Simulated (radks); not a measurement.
The numbers below are computed, except where a source is named.
Valence configurations of O II (all share [He]). Code: a radial shooting solver on a logarithmic mesh with Libxc functionals. Model: non-relativistic Kohn-Sham, LDA (Slater exchange, Perdew-Wang correlation), spin-polarised, spherical densities, point nucleus; open shells are filled with parallel spins first. Energies are relative to 2s2 2p3; eigenvalues in eV for spin up.

valence      E (eV)  moment (Bohr magnetons)    e(2p)    e(2s)
2s2 2p3       0.000                        3  -26.438  -41.154
2s1.5 2p3.5   7.373                        3  -26.578  -41.366
2s1 2p4      14.720                        3  -26.717  -41.576
2s0.5 2p4.5  24.504                        2  -26.240  -41.105
2p5          33.328                        1  -25.602        -

NIST lists [He] 2s2 2p3 as the ground configuration; this level of theory agrees among the configurations tried. The energies are those of spherical high-spin densities, not of single terms.
